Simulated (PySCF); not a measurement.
Compound: C6H13O (doublet state).
Atom-mapped SMILES: `[CH3:1][CH2:2][CH2:3][C@H:4]([CH3:5])[CH:6][OH:7]` (hydrogens: H8, H9, H10 on C1; H11, H12 on C2; H13, H14 on C3; H15 on C4; H16, H17, H18 on C5; H19 on C6; H20 on O7)

Cartesian coordinates in Å at the GFN2-xTB level; atoms count from 1:
```xyz
20
C6H13O angstrom
C      2.7956   -0.4975    0.2946
C      1.3694   -0.6810   -0.2067
C      0.4748    0.4960    0.1722
C     -0.9704    0.2922   -0.3084
C     -1.8020    1.5568   -0.0095
C     -1.5659   -0.9095    0.3254
O     -2.4384   -1.7270   -0.3452
H      2.8117   -0.4043    1.3781
H      3.4118   -1.3486    0.0143
H      3.2366    0.4010   -0.1326
H      0.9421   -1.5938    0.2148
H      1.3804   -0.7912   -1.2939
H      0.8727    1.4144   -0.2643
H      0.4719    0.6149    1.2573
H     -0.9570    0.1449   -1.3976
H     -2.8251    1.4310   -0.3566
H     -1.3684    2.4222   -0.5061
H     -1.8219    1.7428    1.0611
H     -1.6619   -0.9911    1.3924
H     -2.3612   -1.5615   -1.2923
```

The hyperfine couplings belong to this conformer and change with its torsions.

Level of theory: UKS B3LYP, pcH-1 on C H O, non-relativistic, mean-field spin-orbit, GIAO (PySCF). Geometry: GFN2-xTB, one conformer, isolated molecule. A GFN2-xTB geometry isn't a minimum of the functional, and hyperfine couplings can be far from their values at a DFT geometry. No stability test was run, so a lower SCF solution isn't excluded.

(1) Give the principal g shifts and their parts.

(2) What are the electron Larmor frequencies g μB B/h along the three axes at 350 mT?

(3) Average each term over the three axes. Which is largest in size?

(4) What effective moment and Curie constant follow for a powder?

(5) In a frozen sample, at which fields do the three g values resonate at 9.5, 34, 94 and 263 GHz (hyperfine left aside), and which band first spreads them over more than twice a line width of 0.5 mT?

Results:

(1) 
```json
{"Δg (ppm)": "relativistic mass correction", "1": "-203", "2": "-203", "3": "-203"}
{"Δg (ppm)": "gauge correction", "1": "-2", "2": "59", "3": "48"}
{"Δg (ppm)": "orbital Zeeman/spin–orbit", "1": "-46", "2": "738", "3": "2176"}
{"Δg (ppm)": "total", "1": "-250", "2": "594", "3": "2022"}
```

So g = 2.00207, 2.00291, 2.00434 and g_iso = 2.00311; the tensor is rhombic: the two nearest values differ by 37 % of g3 − g1. Axes: g3 points within 3° of the O7–H20 bond.

(2) 9.8075, 9.8116, 9.8186 GHz for g1, g2 and g3, a range of 11.1 MHz.

(3) The orbital-Zeeman/spin–orbit term 956, the mass correction -203 and the gauge correction 35 ppm, for a total of 789 ppm. The orbital-Zeeman/spin–orbit term is the largest in size. The mass correction is the same along every axis, so the anisotropy comes from the other two: their spans along these axes are 60 (gauge) and 2222 ppm (orbital Zeeman/spin–orbit).

(4) With the mean of g² = 4.0124 and S(S+1) = 0.75: μ_eff = √(⟨g²⟩S(S+1)) = 1.735 μB and χT = 0.12505·⟨g²⟩·S(S+1) = 0.376 cm³ K/mol (cgs; spin-Hamiltonian part alone).

(5) 
```tsv
band	GHz	B(g3) mT	B(g2) mT	B(g1) mT	spread mT
X	9.5	338.64	338.88	339.03	0.38
Q	34.0	1211.98	1212.84	1213.36	1.38
W	94.0	3350.77	3353.16	3354.57	3.80
J	263.0	9375.03	9381.71	9385.67	10.64
```

The spread grows in proportion to the frequency. Q band is the first where it exceeds 1.0 mT.

The Mulliken spin populations are largest on C6 (+0.90), O7 (+0.13) and C4 (-0.06). No atom but C6 exceeds +0.15. The angles at C6 add up to 356.0°, so it is nearly planar; its axial dipolar tensor and the negative coupling of its proton fit spin in a p orbital normal to that plane.

The HOMO–LUMO gaps are 5.07 eV among the α and 8.08 eV among the β orbitals.
